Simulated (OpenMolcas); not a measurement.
**As IV: effect of the level shift or regulariser**

```
Program             : OpenMolcas 26.06
Basis               : ANO-R2 [6s5p4d3f1g]
Scalar Hamiltonian  : X2C, finite nucleus
Active space        : 2 electrons in 8 orbitals (4s 4p 5s 5p)
State averaging     : 2S+1 = 3 even, 3 roots; 2S+1 = 1 even, 7 roots; 2S+1 = 3 odd, 3 roots; 2S+1 = 1 odd, 3 roots
Spin-orbit coupling : RASSI with atomic mean-field integrals over the reference wave functions, term energies averaged over their components
```

Methods on the same reference wave functions:
A. CASSCF
B. MS-CASPT2, IPEA 0.25 Eh, imaginary shift 0.1 Eh (closed shells correlated: 3d)
C. MS-CASPT2, IPEA 0.25 Eh, real shift 0.2 Eh (closed shells correlated: 3d)

Energies in eV above 4s² ¹S₀, the measured ground level; measured values from Moore, Atomic Energy Levels, vol. II, NSRDS-NBS 35 (1971 reprint of NBS Circular 467, 1952).

| Level | A | B | C | Measured |
| --- | --- | --- | --- | --- |
| 4s² ¹S₀ | 0.0000 | 0.0000 | 0.0000 | 0.0000 |
| 4s 4p ³P°₀ | 9.0419 | 9.232 | 9.231 |  |
| 4s 4p ³P°₁ | 9.1680 | 9.356 | 9.356 | 9.5421 |
| 4s 4p ³P°₂ | 9.4354 | 9.625 | 9.625 | 9.8558 |
| 4s 4p ¹P°₁ | 14.8886 | 13.775 | 13.786 | 13.8890 |
| 4p² ³P₀ | 21.9440 | 22.043 | 22.043 |  |
| 4p² ³P₁ | 22.0947 | 22.200 | 22.200 | 22.4992 |
| 4p² ³P₂ [57 %] | 22.3266 | 22.300 | 22.334 | 22.8619 |
| 4p² ¹D₂ [57 %] | 23.7741 | 22.665 | 22.725 |  |

Deviations, from unrounded energies. A percentage is the sum of absolute deviations over the sum of measured energies, with the sign that they share, or ± where signs differ.

```json
{"Against measurement": "mean absolute deviation (cm-1)", "Levels": "5", "A": "4400", "B": "2200", "C": "2200"}
{"Against measurement": "other configurations (%)", "Levels": "5", "A": "±3.5", "B": "-1.8", "C": "-1.7"}
```

B, C lie about equally close to measurement and A furthest from it. The largest miss of C in the table is 4p² ³P₂ [57 %], by -4300 cm-1. The ranking rests on the paired levels alone, and a cruder setting can come out closer through cancelling errors.

Between B and C the level of the table that moves most is 4p² ¹D₂ [57 %], by 490 cm-1 (lowest in B, highest in C). Moves below CASPT2's spread within the term are not significant.

The lowest spin-free term lies below A's lowest term by 0.449 hartree in B, 0.449 hartree in C.

CASPT2 does not keep the components of a term degenerate, so their means are used; among the terms shown or strongly mixed into the levels shown the widest spread is 11 cm-1 (4p² ¹D, B). Over all roots computed the reference weight is 0.90 to 0.97 in B; the roots of lowest weight are the least certain, and an intruder state may touch them. Active for correlation alone: 5p 5s; no level in the range computed is led by a configuration that fills them, so any true level of that kind is missing. The ¹D term of p² mixes with s d, which this space lacks. Computed and measured levels are paired by configuration, term and J; levels that our copy of the source lacks, or whose pairing is in doubt (as where it misses far off the trend of its configuration), stay unpaired and out of the deviations. Levels of configurations outside the active space are missing. Levels that lie high or do not pair safely by name in every column are left out.

A share in square brackets marks a mixed level and gives the weight of the term that names it, the lowest over the columns. ° marks odd parity.
